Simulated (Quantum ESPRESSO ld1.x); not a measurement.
Values are calculated unless marked as measured or tabulated.
The scandium ion Sc2+, 19 electrons, occupied as [Ar] 3d1. Code: ld1.x of Quantum ESPRESSO 7.5. Model: non-relativistic Kohn-Sham, PW91, spin-unpolarised, spherical densities, point nucleus.

Normalised radial functions P(r) = r R(r), r in bohr:

```
   r/bohr * 1s, o 2p, + 3s (the largest magnitude, 3.3, reaches the edge; | marks zero, & curves that meet)
 0.007325                             o+        *
 0.009386                             o+          *
  0.01203                             o +           *
  0.01541                             o +              *
  0.01975                             |o+                 *
  0.02531                             |o+                    *
  0.03243                             | o+                     *
  0.04156                             |  &                       *
  0.05326                             | + o                      *
  0.06825                             | +  o                   *
  0.08746                             |+     o              *
   0.1121                            +|         o      *
   0.1436                          +  |           &
   0.1841                         +   |      *      o
   0.2359                        +    |  *          o
   0.3022                         +   |*           o
   0.3873                            +*          o
   0.4963                             * +     o
    0.636                             *   o +
    0.815                             * o     +
    1.044                             *o       +
    1.338                             &      +
    1.715                             &   +
    2.198                             & +
    2.816                             &+
    3.609                             &
    4.625                             &
    5.927                             &
```

1s: eigenvalue -4387.8 eV, 0 radial nodes, <r> = 0.0736 bohr, 90 % of the charge inside 0.131 bohr. 2p: eigenvalue -403.50 eV, 0 radial nodes, <r> = 0.309 bohr, 90 % of the charge inside 0.508 bohr. 3s: eigenvalue -69.811 eV, 2 radial nodes at r = 0.0971, 0.427 bohr, <r> = 1.08 bohr, 90 % of the charge inside 1.62 bohr.
